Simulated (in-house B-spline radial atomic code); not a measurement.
**Ionising Re4+ with different functionals**

Computed with a radial B-spline atomic code at the basis-set limit: scalar-relativistic (spin-free X2C) Hamiltonian, Fermi nucleus of rms radius 5.3698 fm, spin-polarised at highest spin, spherical fractional occupations for the functionals, the average over the highest-spin determinants for Hartree-Fock. The ionisation energy is the difference of two self-consistent energies, [Xe] 4f14 5d3 → [Xe] 4f14 5d2, without Breit or QED terms; ε is the level of the shell that loses the electron (its least bound occupied spin orbital). There is no spin-orbit coupling in this Hamiltonian.

Hybrids are left out here: with spherical fractional occupations of an open shell their exact exchange keeps a self-interaction that integer-occupation calculations don't have.

| method | rung | ΔSCF (eV) | -ε(5d) (eV) |
| --- | --- | --- | --- |
| Hartree-Fock | Hartree-Fock | 52.56 | 53.15 |
| LDA VWN5 | LDA | 53.79 | 47.09 |
| LDA PW92 | LDA | 53.78 | 47.08 |
| LDA exchange-only | LDA | 52.46 | 45.83 |
| PBE | GGA | 53.58 | 46.91 |
| PBEsol | GGA | 53.61 | 46.94 |
| BLYP | GGA | 53.37 | 46.66 |
| RPBE | GGA | 53.51 | 46.85 |
| PW91 | GGA | 53.66 | 46.98 |
| BP86 | GGA | 53.64 | 46.96 |
| AM05 | GGA | 53.59 | 46.91 |
| OLYP | GGA | 53.69 | 46.99 |
| TPSS | meta-GGA | 53.49 | 46.83 |
| SCAN | meta-GGA | 53.64 | 47.03 |
| r2SCAN | meta-GGA | 53.68 | 47.07 |
| revTPSS | meta-GGA | 53.49 | 46.83 |

(1) How do they compare with the NIST value?

Answers

(1) NIST lists 52 eV ± 1.9 (tabulated theory, ground level to ground level). Errors run from +0.56 to +1.89 eV; all lie within about twice that uncertainty, so the table can't rank the methods. Hartree-Fock also lacks correlation.
